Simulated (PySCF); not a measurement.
CrO3, SMILES [O]=[Cr](=[O])=[O], multiplicity 1.

Geometry: PBE0-D3(BJ)/def2-SVP. The multiplicity is an assumed one; other spin states were not compared. The isomer is the one that the SMILES or the coordinates give; other isomers of the formula were not compared.

The numbers are results of PySCF with HF/def2-TZVPD, not measurements.

The molecule is in vacuum.

| Property | Result |
|---|---|
| total energy | -1267.66545 hartree |
| point group | C3v |
| highest occupied level | -13.52 eV |
| lowest empty level | -1.48 eV |
| orbital gap | 12.05 eV |
| dipole moment | 3.45 D |
| quadrupole, principal values (traceless, Buckingham form, about the centre of nuclear charge) | -4.75, -4.75, 9.51 D·Å |
| mean static polarisability | 38.9 bohr³ (5.76 Å³) |
| polarisability, principal values | 22.7, 47.0, 47.0 bohr³ |
